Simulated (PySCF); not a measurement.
## Electron correlation in O²⁺ (oxygen, charge +2)

[He] 2s1 2p2 3s1, high-spin 5P determinant (an excited configuration). Computed with PySCF 2.14 in x2c-QZVPPall with one added diffuse shell each of s, p, d, f type (8s5p4d3f1g, 73 functions), with the spin-free X2C one-electron Hamiltonian (Gaussian nucleus). Frozen: nothing; 6 electrons correlated.

| level | correlation energy (mhartree) |
| --- | --- |
| CCSD | -47.84 |
| (T) | -0.21 |
| CCSD(T) | -48.05 |

Diagnostics: T1 = 0.0032, D1 = 0.0107, largest double amplitude 0.043.

Problem. Is a single reference adequate?

Solution. Yes: T1 lies below 0.03 and no double amplitude reaches 0.07.

This basis was not built for core-valence correlation, so the inner-shell part is incomplete.
